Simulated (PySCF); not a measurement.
# Working out the ionisation energy of I⁺

I⁺ [Kr] 4d10 5s2 5p4 (3P) → I²⁺ [Kr] 4d10 5s2 5p3 (4S). Calculation: PySCF 2.14, in aug-cc-pVQZ-DK3; scalar relativity by spin-free X2C-1e. Frozen: [Kr] 4d10. Energies in hartree (1 hartree = 27.21139 eV):

```json
{"part": "UHF", "I⁺ (lower)": "-7112.031172", "I²⁺ (upper)": "-7111.381744"}
{"part": "CCSD correlation", "I⁺ (lower)": "-0.114575", "I²⁺ (upper)": "-0.082360"}
{"part": "(T)", "I⁺ (lower)": "-0.003612", "I²⁺ (upper)": "-0.002428"}
```

Problem. What does Hartree-Fock give?

Solution. (-7111.381744) − (-7112.031172) = 0.649428 hartree = 17.672 eV.

Problem. What do CCSD and CCSD(T) give?

Solution. The CCSD correlation energies differ by 0.032215 hartree = 0.877 eV and the triples by 0.001184 hartree = 0.032 eV, so CCSD gives 18.549 eV and CCSD(T) 18.581 eV.

Measured between the centres of the two terms (NIST): 18.750 eV, so CCSD(T) (valence) is off by -0.169 eV.

What remains against the reference includes basis incompleteness, the frozen core and higher excitations.
